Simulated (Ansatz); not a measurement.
C8H16FNOSiTi (`C[O][Ti]1234([F])([N](C)C)[C@@H]5[C@H]1[C@H]2[C@@]3([SiH3])[C@@H]54`), relaxed with RKS PBE0-D4/def2-TZVP in the Gaussian-basis code of Ansatz from a GFN2-xTB geometry. The force threshold is 0.005 eV/Å; the program also tests the step.

The species carries charge 0 and has multiplicity 1.

Start:

```xyz
29

C    -2.010   -0.406    2.544
O    -1.846    0.174    1.296
Ti   -0.328    0.322    0.487
F     0.790    0.593    1.808
N     0.021   -1.451    0.190
C    -0.941   -2.358   -0.387
C     1.365   -1.973    0.139
C    -1.234    2.265   -0.546
C    -1.326    1.189   -1.457
C    -0.016    0.747   -1.740
C     0.899    1.543   -0.999
Si    2.761    1.439   -1.022
C     0.124    2.476   -0.259
H    -1.482   -1.376    2.592
H    -1.601    0.255    3.327
H    -3.079   -0.568    2.746
H    -0.751   -2.516   -1.465
H    -1.949   -1.950   -0.262
H    -0.894   -3.344    0.102
H     1.729   -2.067   -0.900
H     1.409   -2.975    0.597
H     2.037   -1.312    0.694
H    -2.063    2.871   -0.202
H    -2.232    0.855   -1.951
H     0.258    0.027   -2.506
H     3.365    1.036    0.261
H     3.306    2.758   -1.380
H     3.156    0.467   -2.056
H     0.528    3.279    0.349
```

```csv
step,energy (eV),largest force (eV/Å),largest move (Å)
1,-45788.5096,1.745,0.000
2,-45788.8790,0.744,0.160
3,-45788.9373,0.291,0.080
4,-45788.9412,0.252,0.081
5,-45788.9510,0.046,0.032
6,-45788.9524,0.027,0.031
7,-45788.9541,0.046,0.081
8,-45788.9550,0.049,0.046
9,-45788.9568,0.066,0.152
10,-45788.9576,0.055,0.035
11,-45788.9586,0.039,0.101
12,-45788.9591,0.025,0.040
13,-45788.9593,0.020,0.032
14,-45788.9595,0.013,0.044
15,-45788.9596,0.009,0.029
16,-45788.9597,0.006,0.026
17,-45788.9597,0.005,0.020
18,-45788.9598,0.006,0.024
19,-45788.9598,0.004,0.022
20,-45788.9598,0.007,0.018
21,-45788.9599,0.016,0.033
22,-45788.9599,0.012,0.008
23,-45788.9599,0.003,0.006
```

End:

```xyz
29

C    -2.273   -0.555    2.455
O    -1.913    0.232    1.354
Ti   -0.269    0.371    0.595
F     0.932    0.719    1.878
N     0.093   -1.450    0.250
C    -0.840   -2.325   -0.407
C     1.443   -1.955    0.244
C    -1.139    2.386   -0.442
C    -1.335    1.305   -1.331
C    -0.070    0.831   -1.720
C     0.928    1.602   -1.064
Si    2.765    1.412   -1.258
C     0.241    2.568   -0.281
H    -1.820   -1.553    2.400
H    -1.950   -0.088    3.391
H    -3.363   -0.664    2.482
H    -0.600   -2.458   -1.473
H    -1.855   -1.930   -0.335
H    -0.830   -3.322    0.054
H     1.830   -2.085   -0.778
H     1.489   -2.934    0.740
H     2.112   -1.280    0.781
H    -1.919    2.928    0.072
H    -2.290    0.892   -1.622
H     0.118    0.003   -2.390
H     3.451    1.414    0.059
H     3.317    2.524   -2.077
H     3.039    0.129   -1.958
H     0.708    3.283    0.382
```

Run time 52 s (11 threads of an AMD EPYC 7R13 on a shared host and a whole NVIDIA H100 80 GB); peak host memory 1.5 GiB.
